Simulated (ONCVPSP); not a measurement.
## What the settings do to the ONCV potential of gold (Au)

Base potential:

| Item | Value |
| --- | --- |
| Element | Au |
| Generator | ONCVPSP 4.0.1 |
| Type | optimised norm-conserving Vanderbilt (ONCV) |
| Functional | PBE |
| Relativity | fully relativistic |
| Frozen core | [Kr] 4d10 4f14 |
| Valence charge | 19 |
| Reference configuration | 5s2 5p6 5d10 6s0.5 6p0.5 |
| Partial waves | 5s+6s: rc 1.65 bohr, ncon 5, nbas 9, qcut 6.4 1/bohr, 2 projectors; 5p+6p: rc 1.55 bohr, ncon 3, nbas 7, qcut 9.1 1/bohr, 2 projectors; 5d: rc 2.30 bohr, ncon 4, nbas 9, qcut 5.6 1/bohr, 2 projectors, debl 1.7 Ha |
| Local potential | polynomial inside 1.35 bohr (lpopt 5, dvloc0 3 Ha) |
| Core correction | Teter function fitted to the true core (icmod 2), fcfact 0.25 |

Open shells are filled in proportion to 2j + 1.

Cutoffs, loose and tight: the cutoffs (Ha) at which the residual kinetic energy of the hardest occupied pseudo-wave falls to 1 and 0.1 mHa per electron. They do not see the model core or the augmentation charge, which bear on the density cutoff. Test errors are all-electron minus pseudo excitation energies from the reference, over the configurations 5s2 5p6 5d10 6s1 6p0; 5s2 5p6 5d10 6s0 6p0; 5s2 5p6 5d9 6s0 6p0; 5s2 5p6 5d9 6s1 6p0. A dash means not determined; rows that change the core or the reference have their own tests. The largest error is taken over the tests solved by every variant that gives reliable tests at all: 5s2 5p6 5d10 6s0 6p0; 5s2 5p6 5d10 6s1 6p0; 5s2 5p6 5d9 6s1 6p0.

```tsv
change	outcome	cutoff, loose	cutoff, tight	bound ghosts	GHOST(+) flags above zero	largest test error (meV)
base	generated	26 Ha	72 Ha	none	d5/2	+17
core correction none	generated	26 Ha	72 Ha	none	d5/2	+17
reference 5s2 5p6 5d10 6s1; wave 5p+6p: rc 1.55 bohr, ncon 3, nbas 7, qcut 9.1 1/bohr, 2 projectors becomes 5p: rc 1.55 bohr, ncon 3, nbas 7, qcut 9.1 1/bohr, 2 projectors, debl 3.9 Ha	generated	26 Ha	72 Ha	none	d5/2	+69
d: rc 1.82	generated	26 Ha	86 Ha	none	d5/2	+0.5
```

(1) What comes out with this change to the base: s: qcut 7.3; p: qcut 10.4; d: qcut 6.4?

Results:

(1) outcome: generated; cutoff, loose: 34 Ha; cutoff, tight: 40 Ha; bound ghosts: none; GHOST(+) flags above zero: none; largest test error (meV): +9.0.
